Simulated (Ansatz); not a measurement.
**Relaxing a trial structure of C7H13+**

The starting geometry of this gas-phase singlet was optimised with GFN2-xTB; its bonds are those of `C=C(CC)[C+](C)C`.

```xyz
20

C    -1.3263   -0.3099   -2.1676
C    -0.6787    0.1052   -1.0518
C    -1.3078   -0.0088    0.3152
C    -2.8028   -0.3001    0.3051
C     0.6648    0.5857   -1.1455
C     1.5225    0.5800    0.0338
C     1.2263    1.1167   -2.3832
H    -2.3129   -0.7371   -2.1102
H    -0.8696   -0.3096   -3.1430
H    -1.1366    0.9262    0.8540
H    -0.7994   -0.8013    0.8709
H    -3.1800   -0.2483    1.3227
H    -3.3413    0.4353   -0.2872
H    -3.0161   -1.2955   -0.0742
H     1.4475   -0.3561    0.5898
H     2.5604    0.8008   -0.2017
H     1.1638    1.3442    0.7337
H     1.9183    0.3735   -2.7989
H     1.8566    1.9830   -2.1717
H     0.4910    1.3712   -3.1401
```

Predict what becomes of its bonds when it is optimised with PBE-D3(BJ)/def2-SVP.

It keeps its bonds, and is `C=C(CC)[C+](C)C`.

The energy falls by 0.18 eV over 19 steps:

| step | E − E(last) (eV) |
| --- | --- |
| 1 | 0.177 |
| 3 | 0.025 |
| 5 | 0.008 |
| 7 | 0.004 |
| 9 | 0.002 |
| 11 | 0.001 |
| 13 | 0.000 |
| 15 | 0.000 |
| 17 | 0.000 |
| 19 | 0.000 |

Final geometry (Å):

```xyz
20

C    -1.4669    0.0332   -2.2004
C    -0.7165    0.1874   -1.0560
C    -1.3106   -0.0458    0.3199
C    -2.7808   -0.4516    0.3593
C     0.6723    0.5778   -1.1758
C     1.4788    0.7273    0.0517
C     1.3596    0.8456   -2.4524
H    -2.5248   -0.2660   -2.1425
H    -1.0605    0.1944   -3.2088
H    -1.1620    0.8793    0.9197
H    -0.6961   -0.8176    0.8342
H    -3.1034   -0.5910    1.4081
H    -3.4390    0.3231   -0.0841
H    -2.9631   -1.4100   -0.1680
H     1.4562   -0.2209    0.6370
H     2.5246    1.0258   -0.1354
H     0.9940    1.4604    0.7370
H     2.2634    0.1953   -2.5106
H     1.7888    1.8741   -2.4101
H     0.7659    0.7347   -3.3729
```

No frequencies were run, so the end isn't proven a minimum. Run with Ansatz 0.2.0, 34 s on 4 threads of Arm Neoverse V2, on a shared host.
